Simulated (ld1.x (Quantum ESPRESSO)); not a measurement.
As (Z = 33): excitation energies, all-electron against TM semilocal

arsenic (As), norm-conserving Troullier–Martins (semilocal form), made with ld1.x (Quantum ESPRESSO) 7.5 (PBEsol, scalar-relativistic). Core [Ar] 3d10, reference 4s2 4p3. Waves: 4s (bound): rc 1.65 bohr; 4p (bound): rc 1.70 bohr. Local part: the p channel. Core correction: Bessel-smoothed model core inside 0.90 bohr.

Energies are relative to the spin-unpolarised reference configuration 4s2 4p3; without spin polarisation the order of configurations can differ from experiment. The frozen-core shift is the all-electron ΔE with the core orbitals held at their reference shape minus the fully relaxed ΔE.

Task: Give the all-electron excitation energy and the error of the potential for: 4s2 4p2; 4s2 4p1; 4s2 4p0; 4s2 4p3.3; 4s1 4p0; 4s1 4p4; 4s0 4p5.

Result:

```
valence configuration  charge  ΔE all-electron (eV)  error AE − PS (meV)  frozen-core shift (meV)
              4s2 4p2      +1                 9.158                 -2.8                     +4.9
              4s2 4p1      +2                27.099                  -21                      +37
              4s2 4p0      +3                54.822                  -90                     +146
            4s2 4p3.3    -0.3                -1.234                 +0.1                      0.0
              4s1 4p0      +4               105.451                 -359                     +539
              4s1 4p4       0                 9.425                 -8.8                     +8.0
              4s0 4p5       0                19.073                  -34                      +31
```
